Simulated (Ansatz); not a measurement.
# A family of molecules: the atomisation energy (no zero-point term)

One atom is swapped for its congeners: CHCl2F (dichlorofluoromethane) `FC(Cl)Cl`; CHBrCl2 (bromodichloromethane) `ClC(Cl)Br`; CHCl2I (dichloroiodomethane) `ClC(Cl)I`. The Cl member is missing. All are singlets with charge 0.

Shapes, held fixed at every level: PBE0-D4/def2-TZVP. Programs: Ansatz 0.2.0. Values in eV.

Task: How should the atomisation energy change along the series?

Result: At CCSD(T)/def2-TZVPP the atomisation energy falls at every step, from 15.84 to 13.35 eV. Every level shows the same order. For atoms past krypton def2 sets carry core potentials with scalar relativity. Relativity is left out for Br unless named. Correlated rows may include outer-core shells of Br, I, which these sets cover unevenly. Spin-orbit coupling, which grows down the group, is left out (summed over each molecule's free atoms 0.09, 0.23, 0.39 eV).

```json
{"level": "HF/def2-SVP", "CHCl2F": "10.77", "CHBrCl2": "9.05", "CHCl2I": "8.49"}
{"level": "PBE-D4/def2-TZVPP", "CHCl2F": "17.32", "CHBrCl2": "15.20", "CHCl2I": "14.68"}
{"level": "B3LYP-D4/def2-TZVPP", "CHCl2F": "16.23", "CHBrCl2": "14.16", "CHCl2I": "13.66"}
{"level": "wB97M-V/def2-TZVPP", "CHCl2F": "16.57", "CHBrCl2": "14.45", "CHCl2I": "13.89"}
{"level": "MP2/def2-SVP", "CHCl2F": "15.76", "CHBrCl2": "13.60", "CHCl2I": "13.00"}
{"level": "MP2/def2-TZVPP", "CHCl2F": "16.62", "CHBrCl2": "14.59", "CHCl2I": "14.09"}
{"level": "CCSD(T)/def2-TZVPP", "CHCl2F": "15.84", "CHBrCl2": "13.86", "CHCl2I": "13.35"}
```
